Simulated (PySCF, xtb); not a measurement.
AlH, SMILES [AlH] (connectivity only; charge and spin as stated), neutral, multiplicity 1.

Harmonic wavenumbers (cm⁻¹) from xtb 6.7.1 with GFN2-xTB at its own minimum, in rising order: 1540.

Task: What does PBE-D3(BJ)/def2-TZVPD (PySCF 2.14.0) give at its own minimum? (The exact figures need the calculation; the answer reports its results.)

Result: 1585. Paired by order, the mean absolute difference is 44 cm⁻¹ and the zero-point energies are 2.2 and 2.3 kcal/mol.
